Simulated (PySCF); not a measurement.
HfCl3, SMILES [Cl][Hf]([Cl])[Cl] (connectivity only; charge and spin as stated), neutral, multiplicity 2.

Geometry optimised at PBE0-D3(BJ)/def2-SVP. The multiplicity is an assumed one; other spin states were not compared. The isomer is the one that the SMILES or the coordinates give; other isomers of the formula were not compared. The def2 effective core potentials stand for the cores of Hf; spin–orbit coupling is left out.

Calculation: TDA-PBE/def2-SVPD (PySCF).

Vertical excitations; the highest root listed may be one member of a degenerate set. Gas-phase values at a fixed geometry.

Computed lowest excited states:
| state | energy (eV) | λ (nm) | f | main pairs |
|---|---|---|---|---|
| root 1 | 1.61 | 772 | 0.000 | α HOMO→LUMO+1 (degenerate set) |
| root 2 | 1.61 | 772 | 0.000 | α HOMO→LUMO (degenerate set) |
| root 3 | 2.80 | 443 | 0.003 | α HOMO→LUMO+3 (degenerate set) |
| root 4 | 2.80 | 442 | 0.003 | α HOMO→LUMO+2 (degenerate set) |
| root 5 | 4.28 | 290 | 0.215 | α HOMO→LUMO+4 94 % |
| root 6 | 4.42 | 281 | 0.000 | α HOMO→LUMO+5 97 % |
| root 7 | 4.89 | 254 | 0.000 | β HOMO→LUMO 100 % |
| root 8 | 4.99 | 248 | 0.000 | α HOMO−1→LUMO (degenerate set) |
| root 9 | 4.99 | 248 | 0.000 | α HOMO−1→LUMO+1 (degenerate set) |
| root 10 | 5.16 | 240 | 0.043 | β HOMO−1→LUMO 87 % |
Unrestricted roots are not spin-pure.
